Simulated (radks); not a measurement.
Spherical quantum dot in the effective-mass picture: electrons in a hard-walled sphere of radius 2.35, all in effective atomic units (hartree* = m*/eps^2 hartree, bohr* = eps/m* bohr), one dielectric constant everywhere. Method: non-relativistic Kohn-Sham, r2SCAN, spin-polarised, spherical densities, generalised Kohn-Sham scheme; computed with a radial shooting solver with Libxc functionals. Levels are named by radial order and angular momentum (1s, 1p, 1d, 2s, ...), and open shells are averaged over m. Results are scaled to m* = 0.056 and eps = 13.7, for which hartree* = 8.119 meV and bohr* = 12.95 nm.

N = 12, configuration 1s2 1p6 1d(up 4, down 0). This is the lowest configuration that the search found. Occupied and some empty levels:

| level | occupation | eigenvalue (meV) | <r> (nm) |
|---|---|---|---|
| 1s up | 1 | 61.474 | 18.24 |
| 1s down | 1 | 62.508 | 17.93 |
| 1p up | 3 | 66.745 | 19.74 |
| 1p down | 3 | 68.082 | 19.60 |
| 1d up | 4 | 74.888 | 20.82 |
| 1d down | 0 | 76.449 | 20.78 |
| 1f up | 0 | 85.475 | 21.65 |
| 2s up | 0 | 85.484 | 14.12 |
| 2s down | 0 | 86.225 | 14.43 |
| 1f down | 0 | 87.188 | 21.64 |
| 2p up | 0 | 99.559 | 16.10 |
| 2p down | 0 | 100.39 | 16.16 |

Energy (meV): total 501.476, kinetic 212.94, external 0, Hartree 347.24, exchange-correlation -58.703.
